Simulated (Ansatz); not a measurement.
Relaxation of AlCl3H2O (7 atoms, charge 0, multiplicity 1), to a largest force component of 0.03 eV/Å in at most 50 steps.

All numbers below come from Ansatz, RKS r2SCAN/def2-SVP.

```xyz
7
Properties=species:S:1:pos:R:3:forces:R:3
Al -0.389 0.803 -0.572 1.80 -0.94 0.42
O 1.250 0.095 -0.305 -1.86 0.67 -0.18
Cl -1.569 0.080 -2.132 -0.01 0.01 0.00
Cl -0.946 2.428 0.594 0.01 0.00 0.01
H 0.621 -1.204 1.441 -0.35 -0.07 0.05
Cl -0.503 -1.657 1.948 0.41 0.31 -0.33
H 1.535 -0.544 -0.973 0.01 0.02 0.04
```

Task: Where does it end, and by what steps?

Result: The forces met the threshold. After 15 steps the energy has fallen by 1.536 eV; H5 moved furthest, 1.24 Å. Parted: H5–Cl6 (1.31 → 2.80 Å). Joined: Al1–Cl6 (3.52 → 2.12 Å), O2–H5 (2.27 → 0.97 Å).

```tsv
step	energy less start (eV)	largest force component (eV/Å)	accepted
0	0.0000	1.859	yes
1	-0.1559	0.830	yes
2	-0.2561	0.372	yes
3	-0.3442	0.539	yes
4	-0.3684	0.905	yes
5	-0.4471	0.444	yes
6	-0.5165	0.804	yes
7	-0.7384	0.999	yes
8	-0.8381	4.114	yes
9	-1.2622	0.976	yes
10	-1.4289	0.795	yes
11	-1.4981	0.520	yes
12	-1.5191	0.402	yes
13	-1.5304	0.163	yes
14	-1.5360	0.039	yes
15	-1.5363	0.014	yes
```

```xyz
7
Properties=species:S:1:pos:R:3
Al -0.728 0.332 0.108
O 1.167 -0.145 -0.066
Cl -1.279 -0.157 -1.883
Cl -0.760 2.365 0.646
H 1.401 -0.867 0.544
Cl -1.179 -1.089 1.620
H 1.377 -0.439 -0.969
```

Whether the end is a true minimum wasn't checked by a vibrational analysis.

Run time: 45 s on 2 threads of Intel(R) Xeon(R) CPU @ 2.80GHz (Skylake/Cascade Lake), with other jobs on the host, peak memory 0.19 GiB.
